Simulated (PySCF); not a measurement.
Method: B3LYP/[Mo def2-SVP with ECP28, Se def2-SVP], scalar-relativistic core potentials, density fitting, no spin–orbit coupling, PySCF. Open shells, if any, are unrestricted.

**Question.** What shape and geometry does isolated singlet MoSe₃ take (every ligand bound to Mo)?

**Answer.** Formally Mo is in oxidation state +6, d0. A d0 centre has no lone pair, yet it is C3v rather than trigonal planar: covalent bonding through the d orbitals favours lower symmetry. The polar-tensor charge on Mo, 0.88, is far below the formal one. The lowest minimum found is a singlet of C3v symmetry with Mo–Se 2.262 Å (×3); Se–Mo–Se 108.8° (×3). Its harmonic wavenumbers are 114 (e), 122 (a1), 338 (a1), 389 (e) cm⁻¹ and its dipole moment is 2.70 D.

Only a few start shapes were tried, so a lower isomer may exist.
